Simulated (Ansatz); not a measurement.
Consider the ligand exchange at the Si–S bond: `CO[SiH2]S[SiH2]Cl` + `C[SiH2]O` → `C[SiH2]O[SiH2]Cl` + `CO[SiH2]S`.

Calculated with Ansatz (gas phase, PBE0-D4/def2-TZVP geometries, no zero-point term in ΔE). CCSD(T)/CBS adds triple-zeta CCSD(T) − MP2 to the extrapolated MP2 energy (def2 sets, frozen cores). This one scheme is used for every species. Functionals use def2-TZVPP. B3LYP here is the variant with VWN-RPA as its local correlation; programs differ in this. One conformer a species, not always the lowest.

| level | ΔE (kcal/mol) | difference from CCSD(T)/CBS |
| --- | --- | --- |
| r2SCAN-D4 | -12.1 | 0.7 |
| B3LYP-D4 | -13.1 | -0.3 |
| ωB97X-V | -13.0 | -0.2 |
| ωB97M-V | -12.7 | 0.1 |
| B2PLYP | -14.6 | -1.8 |
| PBE | -10.5 | 2.3 |
| r2SCAN | -12.4 | 0.4 |
| PBE0 | -11.6 | 1.2 |
| B3LYP | -15.5 | -2.7 |
| HF/def2-TZVPP | -19.8 | -7.0 |
| SCS-MP2/def2-TZVPP | -14.2 | -1.4 |
| HF/def2-QZVPP | -20.3 | -7.5 |
| MP2/def2-QZVPP | -12.1 | 0.7 |
| SCS-MP2/def2-QZVPP | -13.9 | -1.1 |
| MP2/CBS(def2) | -11.5 | 1.3 |
| CCSD/CBS(def2) | -14.0 | -1.2 |
| CCSD(T)/CBS | -12.8 | 0 |

Largest T1 diagnostic among the species: 0.011.

The D4 term adds +2.3 kcal/mol with B3LYP and +1.3 kcal/mol with PBE0; it sums over pairs of atoms, weighted by their polarisabilities, and B3LYP, whose exchange is more repulsive, gets the larger term. In def2-TZVPP, CCSD(T) changes the Hartree–Fock value by +6.2 kcal/mol (the triples alone add +1.3 kcal/mol) and MP2 by +7.4 kcal/mol. From PBE to PBE0 (25 % exact exchange), in def2-TZVPP and without D4, ΔE moves by −1.1 kcal/mol.
